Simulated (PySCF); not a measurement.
# Trend along group 12: MC anions

PBE0 with double-zeta basis sets in PySCF, for the lowest determinant that a PBE0 search found; no spin–orbit coupling. De refers to high-spin ground-configuration atoms (the charge goes to the atom of lower measured ionisation energy or higher electron affinity, which is not always the lowest computed limit). A positive dipole points towards C; it is taken about the centre of mass and depends on that origin.

```
 M      basis  charged atom  state (unpaired electrons)  Re (Å)  ωe (cm⁻¹)  De (eV)  μ (D)
Zn  def2-SVPD            C−         quartet (σ ↑, π ↑↑)   2.051        424      n/a  -1.86
Cd  def2-SVPD            C−         quartet (σ ↑, π ↑↑)   2.302        325      n/a  -3.19
Hg  def2-SVPD            C−         quartet (σ ↑, π ↑↑)   2.373        263      n/a  -5.05
```

The shortest bond is that of ZnC⁻ (2.051 Å), the longest that of HgC⁻ (2.373 Å).

Down a group the atoms grow and get heavier, so bonds lengthen and wavenumbers fall; this series shows no clear exception.

These are scalar-relativistic numbers at best; spin–orbit coupling would shift them, the dissociation energy most. The highest Kohn–Sham level is positive in some of these anions. Much of that is self-interaction error, but it also means that the finite basis helps to hold the extra electron. States were picked by a PBE0 search and need not be the measured ground states.
